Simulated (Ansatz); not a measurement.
`F[SiH2][N]([SiH3])[GaH2]` + `[SiH3][O][SbH2]` → `[GaH2][O][SbH2]` + `F[SiH2]N([SiH3])[SiH3]`  (redistribution)

Computed with Ansatz on PBE0-D4/def2-TZVP structures; ΔE is electronic, products minus reactants. CCSD(T)/CBS adds triple-zeta CCSD(T) − MP2 to the extrapolated MP2 energy (def2 sets, frozen cores). def2 core potentials past Kr. For Ga, Sb outer-core shells are correlated without core-valence functions, which leaves a few kJ/mol of doubt a bond. Scalar relativity is left out up to krypton. One conformer a species, not always the lowest.

```json
{"species": "`F[SiH2][N]([SiH3])[GaH2]`", "SCS-MP2/def2-QZVPP energy (Eh)": "-2660.58115"}
{"species": "`[SiH3][O][SbH2]`", "SCS-MP2/def2-QZVPP energy (Eh)": "-606.99837"}
{"species": "`[GaH2][O][SbH2]`", "SCS-MP2/def2-QZVPP energy (Eh)": "-2241.01338"}
{"species": "`F[SiH2]N([SiH3])[SiH3]`", "SCS-MP2/def2-QZVPP energy (Eh)": "-1026.55428"}
```

(1) Work out ΔE.

Largest T1 diagnostic among the species: 0.016.

Answers

(1) ΔE = (-2241.01338) + (-1026.55428) − (-2660.58115) − (-606.99837) = 0.01186 Eh = +31.1 kJ/mol. CCSD(T)/CBS gives +31.4 kJ/mol.

In def2-TZVPP, CCSD(T) changes the Hartree–Fock value by −5.9 kJ/mol (the triples alone add −1.7 kJ/mol) and MP2 by −6.2 kJ/mol. From PBE to PBE0 (25 % exact exchange), in def2-TZVPP and without D4, ΔE moves by +3.9 kJ/mol.
